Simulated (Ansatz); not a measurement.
Computed with Ansatz.

A structure relaxed at PBE0-D4/def2-TZVP, charge 0, multiplicity 1:

```xyz
10

O    -2.2222   -0.0653   -0.6618
Ge   -0.4789    0.2154   -0.9190
C     0.6148   -1.0246    0.1758
Si    0.8863    0.7170    0.8664
H    -2.6777    0.7440   -0.4213
H    -0.1491    0.3210   -2.4124
H     0.0364   -1.7044    0.7988
H     1.4482   -1.5278   -0.3082
H     2.2259    1.3239    0.6766
H     0.3164    1.0009    2.2051
```

**Question.** Give its formula and SMILES.

**Answer.** CH6GeOSi, `[OH][GeH]1[CH2][SiH2]1`.

**Question.** Summarise the bond lengths by kind.

**Answer.** 1 × Ge–O 1.784 Å; 1 × H–O 0.959 Å; 1 × C–Ge 1.983 Å; 1 × Ge–Si 2.303 Å; 1 × Ge–H 1.533 Å; 1 × C–Si 1.893 Å; 2 × C–H 1.087 to 1.088 Å; 2 × H–Si 1.482 to 1.483 Å.
